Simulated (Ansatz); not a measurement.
Reaction (isomerisation): `CCC1CCCCC1` → `C[C@@H]1CCCC[C@H]1C`

Calculated with Ansatz (gas phase, PBE0-D4/def2-TZVP geometries, no zero-point term in ΔE). CCSD(T)/CBS is the MP2 limit (def2-TZVPP, def2-QZVPP) plus CCSD(T) − MP2 in def2-TZVPP, frozen cores. DFT in def2-TZVPP. B3LYP here is the variant with VWN-RPA as its local correlation; programs differ in this. One conformer a species, not always the lowest.

`CCC1CCCCC1`:

```xyz
24

C    -0.730    2.884    0.455
C    -1.120    1.457    0.805
C    -0.080    0.405    0.437
C    -0.474   -0.963    0.987
C     0.539   -2.043    0.639
C     0.769   -2.120   -0.863
C     1.174   -0.765   -1.423
C     0.159    0.313   -1.067
H     0.222    3.156    0.920
H    -1.483    3.594    0.806
H    -0.625    3.027   -0.622
H    -1.311    1.392    1.882
H    -2.068    1.202    0.315
H     0.872    0.692    0.909
H    -0.605   -0.900    2.073
H    -1.454   -1.238    0.573
H     0.207   -3.012    1.025
H     1.491   -1.819    1.138
H     1.530   -2.872   -1.095
H    -0.156   -2.451   -1.353
H     1.297   -0.822   -2.509
H     2.153   -0.484   -1.013
H     0.490    1.278   -1.460
H    -0.798    0.088   -1.559
```

`C[C@@H]1CCCC[C@H]1C`:

Z-matrix (Å, degrees):
```
C
C 1 1.524
H 1 1.093 2 110.8
H 1 1.093 2 110.9 3 119.7
H 1 1.092 2 112.3 3 -120.2
C 2 1.531 1 111.7 3 -176.8
C 2 1.538 1 111.8 3 57.8
H 2 1.097 1 107.0 3 -59.3
C 6 1.523 2 112.8 1 -72.1
H 6 1.096 2 109.3 1 166.8
H 6 1.095 2 109.3 1 51.1
C 7 1.531 2 111.2 1 73.7
C 7 1.524 2 111.8 1 -160.6
H 7 1.097 2 107.2 1 -43.6
C 9 1.522 6 111.0 2 -55.3
H 9 1.096 6 110.0 2 65.8
H 9 1.094 6 109.9 2 -177.7
H 12 1.096 7 109.3 2 -67.4
H 12 1.095 7 109.3 2 176.8
H 13 1.092 7 112.3 2 -62.3
H 13 1.093 7 110.8 2 57.8
H 13 1.093 7 110.9 2 177.5
H 15 1.094 9 110.4 6 177.3
H 15 1.096 9 109.3 6 -66.2
```

| level | ΔE (kJ/mol) | difference from CCSD(T)/CBS |
| --- | --- | --- |
| PBE-D4 | 5.1 | 1.5 |
| r2SCAN-D4 | 5.7 | 2.1 |
| PBE0-D4 | 5.3 | 1.7 |
| B3LYP-D4 | 4.4 | 0.8 |
| ωB97X-V | 4.4 | 0.8 |
| ωB97M-V | 3.7 | 0.1 |
| B2PLYP | 7.8 | 4.2 |
| PBE | 9.7 | 6.1 |
| r2SCAN | 7.0 | 3.4 |
| PBE0 | 9.4 | 5.8 |
| B3LYP | 11.6 | 8.0 |
| HF/def2-TZVPP | 14.1 | 10.5 |
| MP2/def2-TZVPP | 1.2 | -2.4 |
| SCS-MP2/def2-TZVPP | 3.4 | -0.2 |
| CCSD/def2-TZVPP | 4.6 | 1.0 |
| CCSD(T)/def2-TZVPP | 2.9 | -0.7 |
| HF/def2-QZVPP | 14.3 | 10.7 |
| MP2/def2-QZVPP | 1.7 | -1.9 |
| SCS-MP2/def2-QZVPP | 3.9 | 0.3 |
| HF/CBS(def2) | 14.3 | 10.7 |
| MP2/CBS(def2) | 1.9 | -1.7 |
| CCSD/CBS(def2) | 5.3 | 1.7 |
| CCSD(T)/CBS | 3.6 | 0 |

Largest T1 diagnostic among the species: 0.009.

The D4 term adds −7.2 kJ/mol with B3LYP and −4.1 kJ/mol with PBE0; it sums over pairs of atoms, weighted by their polarisabilities, and B3LYP, whose exchange is more repulsive, gets the larger term. In def2-TZVPP, CCSD(T) changes the Hartree–Fock value by −11.2 kJ/mol (the triples alone add −1.6 kJ/mol) and MP2 by −12.9 kJ/mol.
